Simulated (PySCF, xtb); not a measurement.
B(H)(Me)(PH2) (CH₆BP), SMILES CBP.

GFN2-xTB (xtb) at its own geometry gives an orbital gap of 3.24 eV and a dipole moment of 1.61 D.

The structure is a stationary point at PBE0-D3(BJ)/def2-TZVP. The values are those of a single conformer.

### Question
What does PySCF with B3LYP/def2-TZVPD give? (An estimate is asked for; the answer gives what the named calculation found.)

### Answer
gap 5.58 eV (levels -7.08 and -1.50 eV), dipole 0.89 D.
